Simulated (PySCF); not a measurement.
C3H7NSi, SMILES [SiH3]N1C=CC1. Geometry: ωB97X-D3(BJ)/def2-SVP. This is a generated structure with no PubChem entry under its InChIKey; it may be hypothetical.

**Question.** Give the equilibrium geometry at ωB97X-D3(BJ)/def2-SVP (PySCF confirms it by a frequency run) as bond lengths and angles. (Estimate from the structure and the level; the computed values follow.)

**Answer.** 
Atoms: Si1 N2 C3 C4 C5 H6 H7 H8 H9 H10 H11 H12. Bonded distances (Å): Si1–N2 1.738, Si1–H6 1.490, Si1–H7 1.490, Si1–H8 1.499, N2–C3 1.414, N2–C5 1.491, C3–C4 1.348, C3–H9 1.095, C4–C5 1.520, C4–H10 1.088, C5–H11 1.103, C5–H12 1.102. Bond angles (°): N2–Si1–H6 107.9, N2–Si1–H7 107.4, N2–Si1–H8 114.6, H6–Si1–H7 110.9, H6–Si1–H8 107.8, H7–Si1–H8 108.1, Si1–N2–C3 132.7, Si1–N2–C5 130.5, C3–N2–C5 87.6, N2–C3–C4 96.8, N2–C3–H9 125.9, C4–C3–H9 137.2, C3–C4–C5 88.8, C3–C4–H10 136.3, C5–C4–H10 134.8, N2–C5–C4 86.7, N2–C5–H11 113.3, N2–C5–H12 112.5, C4–C5–H11 116.0, C4–C5–H12 116.6, H11–C5–H12 110.0.
Charge 0, spin multiplicity 1.
